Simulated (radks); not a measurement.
Species: Er. Configuration: [Xe] 4f12 6s2. All-electron calculation, scalar-relativistic Kohn-Sham, PBE, spin-polarised, spherical densities, finite nucleus; open shells are filled with parallel spins first (spin-orbit coupling, left out, can overturn this in heavy ions); Fermi nuclear charge, rms radius 5.2516 fm; hard spherical wall at 8 bohr. Program: a radial shooting solver on a logarithmic mesh with Libxc functionals.

Normalised radial functions P(r) = r R(r), r in bohr:

r           5p up  5d down
0.001545   0.0024   0.0000
0.001799   0.0031   0.0000
0.002078   0.0039   0.0000
0.002399   0.0050   0.0000
0.002793   0.0065   0.0000
0.003226   0.0083   0.0000
0.003755   0.0107   0.0001
0.004337   0.0136   0.0001
0.005049   0.0174   0.0002
0.005831   0.0221   0.0002
0.006734   0.0278   0.0004
0.00784    0.0354   0.0005
0.009054   0.0442   0.0008
0.01054    0.0556   0.0012
0.01217    0.0685   0.0017
0.01417    0.0846   0.0026
0.01637    0.1023   0.0037
0.0189     0.1221   0.0053
0.022      0.1448   0.0077
0.02541    0.1669   0.0109
0.02958    0.1892   0.0156
0.03416    0.2068   0.0215
0.03977    0.2183   0.0297
0.04593    0.2185   0.0397
0.05305    0.2042   0.0520
0.06176    0.1690   0.0675
0.07132    0.1142   0.0840
0.08303    0.0342   0.1021
0.09589   -0.0578   0.1180
0.1116    -0.1606   0.1305
0.1289    -0.2473   0.1346
0.1489    -0.3037   0.1274
0.1733    -0.3091   0.1041
0.2002    -0.2488   0.0654
0.233     -0.1152   0.0085
0.2691     0.0598  -0.0554
0.3133     0.2565  -0.1232
0.3618     0.4056  -0.1758
0.4179     0.4719  -0.2049
0.4865     0.4191  -0.2001
0.5618     0.2507  -0.1581
0.6541    -0.0211  -0.0779
0.7554    -0.3169   0.0233
0.8794    -0.6077   0.1436
1.016     -0.8140   0.2575
1.173     -0.9242   0.3606
1.365     -0.9297   0.4486
1.577     -0.8455   0.5076
1.836     -0.6947   0.5431
2.12      -0.5284   0.5536
2.468     -0.3610   0.5452
2.85      -0.2301   0.5234
3.292     -0.1339   0.4912
3.832     -0.0678   0.4448
4.426     -0.0315   0.3858
5.152     -0.0121   0.3066
5.95      -0.0041   0.2187
6.927     -0.0010   0.1135
8         0.0000   0.0000

5p up: eigenvalue -26.058 eV, 3 radial nodes at r = 0.0878, 0.257, 0.647 bohr, <r> = 1.49 bohr, 90 % of the charge inside 2.21 bohr. 5d down (empty): eigenvalue -0.197 eV, 2 radial nodes at r = 0.238, 0.732 bohr, <r> = 3.09 bohr, 90 % of the charge inside 5.03 bohr.
